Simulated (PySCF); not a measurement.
Compound: C₅H₁₀F₂OSi.
Geometry (PBE0-D3(BJ)/def2-SVP, Å), atoms numbered from 1 in this order:
```
atom  x, y, z in Å
F1     2.1407    1.4106   -0.9459
C2     2.4329    0.1135   -0.6746
F3     2.2516   -0.5851   -1.8276
C4     1.5199   -0.4163    0.3953
Si5   -0.2693   -0.6541   -0.1830
C6    -1.0571    0.8373   -1.0184
C7    -2.4195    0.8733   -0.3101
C8    -2.2034    0.4263    1.1384
O9    -1.2882   -0.6532    1.1584
H10    3.5070    0.0621   -0.4231
H11    1.9053   -1.3834    0.7558
H12    1.5308    0.2753    1.2520
H13   -0.3877   -1.9493   -0.9118
H14   -1.1400    0.7743   -2.1126
H15   -0.4550    1.7314   -0.7877
H16   -2.8946    1.8670   -0.3494
H17   -3.1101    0.1673   -0.8020
H18   -1.8045    1.2651    1.7419
H19   -3.1461    0.1040    1.6096
```

Level: PBE0/pcSseg-1 in PySCF, non-relativistic, on one gas-phase PBE0-D3(BJ)/def2-SVP geometry that isn't relaxed in the solvent. The solvent is an IEF-PCM continuum (cavity from Bondi-type radii × 1.2). Specific hydrogen bonds and non-electrostatic terms are outside this model.

Gas phase at PBE0/pcSseg-1: HOMO -7.73 eV, LUMO 0.95 eV, dipole 1.08 D.

Q: What does the continuum do to the energy, the frontier levels and the dipole at PBE0/pcSseg-1 in tetrahydrofuran and methanol?

A: 
```tsv
solvent	ε	E(solvent) − E(gas) (kJ/mol)	polarisation term (kJ/mol)	distortion of the solute (kJ/mol)	HOMO (eV)	LUMO (eV)	dipole (D)
tetrahydrofuran	7.426	-18.09	-19.92	1.83	-7.71	1.03	1.37
methanol	32.61	-21.66	-24.34	2.68	-7.72	1.03	1.44
```

Polarisation term: ½ Σ q·V over the induced surface charges. Distortion: the rise of the solute's own energy as its density leaves the gas-phase optimum. From tetrahydrofuran to methanol the lowering changes by a factor 1.20, Onsager's factor (ε − 1)/(2ε + 1) by 1.18 and ε itself by 4.4.

Q: Which radius a makes the point-dipole formula ΔE = −[(ε − 1)/(2ε + 1)]·μ²/a³ give the value in methanol, with the gas-phase dipole?

A: μ = 0.425 au and |ΔE| = 0.00825 Eh give a = 1.16 Å; the farthest nucleus lies 3.78 Å from the centroid of the nuclei, so such a sphere wouldn't even hold the nuclei. The formula assumes a rigid point dipole at the centre of a sphere.

Q: Give the dipole vector in the frame of the coordinates (D, pointing from negative to positive charge), gas and methanol.

A: Gas (0.26, 0.65, 0.83), solvent (0.44, 0.90, 1.05). Its length changes by +34 % and its direction by 4°.

Q: Which IAO charges (PBE0/pcSseg-1) respond most in methanol (means over atoms taken as equivalent)?

A: 
| atoms | environment | gas (e) | solvent (e) | change |
| --- | --- | --- | --- | --- |
| O9 | silyl ether oxygen | -0.650 | -0.668 | -0.018 |
| H10 | methine hydrogen | +0.142 | +0.160 | +0.018 |
| H11 | methylene hydrogen | +0.165 | +0.176 | +0.011 |
| F3 | fluorine of a CF2 group | -0.309 | -0.319 | -0.010 |
| F1 | fluorine of a CF2 group | -0.309 | -0.318 | -0.009 |
| H12 | methylene hydrogen | +0.168 | +0.177 | +0.009 |
| H18 | methylene hydrogen | +0.118 | +0.126 | +0.008 |
| H13 | Si–H hydrogen | -0.141 | -0.148 | -0.007 |
| H16 | methylene hydrogen | +0.140 | +0.147 | +0.007 |
| C8 | sp3 carbon bound to oxygen | -0.047 | -0.051 | -0.004 |
| Si5 | oxygen-bound silicon | +1.117 | +1.113 | -0.004 |
| H17 | methylene hydrogen | +0.133 | +0.137 | +0.004 |

Q: Which Mayer bond orders change most in methanol?

A: 
```json
{"bond": "C4–Si5", "length (Å)": "1.895", "gas": "0.843", "solvent": "0.860", "change": "+0.017"}
{"bond": "C2–F3", "length (Å)": "1.360", "gas": "0.934", "solvent": "0.919", "change": "-0.015"}
{"bond": "C8–O9", "length (Å)": "1.415", "gas": "0.904", "solvent": "0.890", "change": "-0.014"}
{"bond": "O9–Si5", "length (Å)": "1.684", "gas": "0.951", "solvent": "0.939", "change": "-0.012"}
{"bond": "F1–C2", "length (Å)": "1.357", "gas": "0.942", "solvent": "0.930", "change": "-0.012"}
{"bond": "C2–C4", "length (Å)": "1.503", "gas": "1.039", "solvent": "1.048", "change": "+0.009"}
{"bond": "C4–H11", "length (Å)": "1.102", "gas": "0.936", "solvent": "0.928", "change": "-0.008"}
{"bond": "C4–H12", "length (Å)": "1.101", "gas": "0.929", "solvent": "0.923", "change": "-0.006"}
```

The run took 36 s wall on one thread of an Intel Xeon 6975P-C (shared host), and the process peaked at 1.2 GiB of memory. This is the whole shielding run at PBE0/pcSseg-1 in methanol, SCF included.
